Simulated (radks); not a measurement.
The numbers below are computed, except where a source is named.
Task: The mean radii <r> (bohr) of the occupied orbitals of an atom or ion are listed with their occupations. Code: a radial shooting solver on a logarithmic mesh with Libxc functionals. Model: Dirac Kohn-Sham, PBE, spin-unpolarised, spherical densities, point nucleus.

| orbital | occ. | <r> |
|---|---|---|
| 1s1/2 | 2 | 0.02781 |
| 2s1/2 | 2 | 0.1194 |
| 2p1/2 | 2 | 0.1008 |
| 2p3/2 | 4 | 0.1064 |
| 3s1/2 | 2 | 0.3218 |
| 3p1/2 | 2 | 0.3122 |
| 3p3/2 | 4 | 0.3236 |
| 3d3/2 | 4 | 0.2947 |
| 3d5/2 | 6 | 0.2983 |
| 4s1/2 | 2 | 0.7646 |
| 4p1/2 | 2 | 0.8016 |
| 4p3/2 | 4 | 0.8302 |
| 4d3/2 | 4 | 0.9639 |
| 4d5/2 | 6 | 0.9760 |
| 5s1/2 | 2 | 2.036 |
| 5p1/2 | 2 | 2.422 |
| 5p3/2 | 1 | 2.521 |

Name the element and its charge. Open shells, if any, fill j = l - 1/2 first.

Result: Z = 52, tellurium, charge +1: Te+ in [Kr] 4d10 5s2 5p3. The 1s radius gives Z: for a bare nucleus <r> = (2 gamma + 1)/(2Z) with gamma = sqrt(1 - (Z/c)^2), 0.02741 bohr for Z = 52, and screening makes it slightly larger (0.02781 here). The occupations add up to 51, and the charge is Z minus that.
